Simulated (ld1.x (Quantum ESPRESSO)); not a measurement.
Configuration tests for Ni (Z = 28) (TM)

- Element: Ni (Z = 28)
- Generator: ld1.x (Quantum ESPRESSO) 7.5
- Type: norm-conserving Troullier–Martins (Kleinman–Bylander form)
- Functional: PBEsol
- Relativity: scalar-relativistic
- Frozen core: [Ne]
- Valence charge: 18
- Reference configuration: 3s2 3p6 3d8 4s0 4p0 (charge +2)
- Partial waves: 3s (bound): rc 0.80 bohr; 3d (bound): rc 1.20 bohr; 3p (bound): rc 1.30 bohr
- Local potential: the p channel
- Core correction: a·sin(br)/r model core, default radius (core density twice the valence density)

Energies are relative to the spin-unpolarised reference configuration 3s2 3p6 3d8 4s0 4p0; without spin polarisation the order of configurations can differ from experiment.

(1) Give the all-electron excitation energy and the error of the potential for: 3s2 3p6 3d8 4s2 4p0; 3s2 3p6 3d8 4s1 4p0; 3s2 3p6 3d7 4s0 4p0; 3s2 3p6 3d8.5 4s1.5 4p0; 3s2 3p6 3d9 4s0 4p0; 3s2 3p6 3d7 4s2 4p0; 3s2 3p6 3d8 4s0 4p1.

Levels in the configuration 3s2 3p6 3d7 4s2 4p0:

```json
{"level": "3s", "all-electron (eV)": "-126.894", "pseudo (eV)": "-126.771"}
{"level": "3p", "all-electron (eV)": "-87.190", "pseudo (eV)": "-87.073"}
{"level": "3d", "all-electron (eV)": "-24.032", "pseudo (eV)": "-23.854"}
{"level": "4s", "all-electron (eV)": "-15.022", "pseudo (eV)": "-15.105"}
```

Answers

(1)

```json
{"valence configuration": "3s2 3p6 3d8 4s2 4p0", "charge": "0", "ΔE all-electron (eV)": "-26.597", "error AE − PS (meV)": "+166"}
{"valence configuration": "3s2 3p6 3d8 4s1 4p0", "charge": "+1", "ΔE all-electron (eV)": "-17.261", "error AE − PS (meV)": "+108"}
{"valence configuration": "3s2 3p6 3d7 4s0 4p0", "charge": "+3", "ΔE all-electron (eV)": "37.437", "error AE − PS (meV)": "+1.4"}
{"valence configuration": "3s2 3p6 3d8.5 4s1.5 4p0", "charge": "0", "ΔE all-electron (eV)": "-27.785", "error AE − PS (meV)": "+105"}
{"valence configuration": "3s2 3p6 3d9 4s0 4p0", "charge": "+1", "ΔE all-electron (eV)": "-20.333", "error AE − PS (meV)": "-2.8"}
{"valence configuration": "3s2 3p6 3d7 4s2 4p0", "charge": "+1", "ΔE all-electron (eV)": "-10.447", "error AE − PS (meV)": "+301"}
{"valence configuration": "3s2 3p6 3d8 4s0 4p1", "charge": "+1", "ΔE all-electron (eV)": "-11.548", "error AE − PS (meV)": "+12"}
```
